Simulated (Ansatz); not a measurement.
The same atomization along the group B, Al, Ga, In.

Isolated molecules relaxed with PBE0-D4/def2-TZVP in Ansatz; ΔE leaves out vibrations. CCSD(T)/CBS adds triple-zeta CCSD(T) − MP2 to the extrapolated MP2 energy (def2 sets, frozen cores). Small cases extrapolate CCSD(T) itself. No spin–orbit coupling; open shells (•) take unrestricted orbitals. Spin–orbit coupling would lower the free atoms: a little for Al, B, F, S; clearly for Ga; strongly for In. def2 core potentials past Kr. Bonds to Ga, In are less sure, by a few kJ/mol each and by 10 to 20 or more in all where they break to atoms, as the def2 sets lack core-valence functions. Scalar relativity is left out up to krypton. Each species was taken in one conformer, which may not be the lowest.

(1) Order these by ΔE at CCSD(T)/CBS, lowest first. (Estimate.)
A. `[F][In]([F])[SH]` → 2 F• + H• + In• + S•
B. `[F][Ga]([F])[SH]` → 2 F• + H• + Ga• + S•
C. `FB(F)S` → 2 F• + H• + B• + S•
D. `[F][Al]([F])[SH]` → 2 F• + H• + Al• + S•

Largest T1 diagnostic: 0.018, for Al•.

Extrapolated directly: `FB(F)S` → 2 F• + H• + B• + S•.

Answers

(1) A (+352.8 kcal/mol), B (+388.2 kcal/mol), D (+456.3 kcal/mol), C (+492.4 kcal/mol).

For atomizations the MP2-based limit and the directly extrapolated one differ by several kJ/mol either way, and by 10 to 25 for some Ge, Se and Sn compounds, so smaller differences from it don't rank the levels.
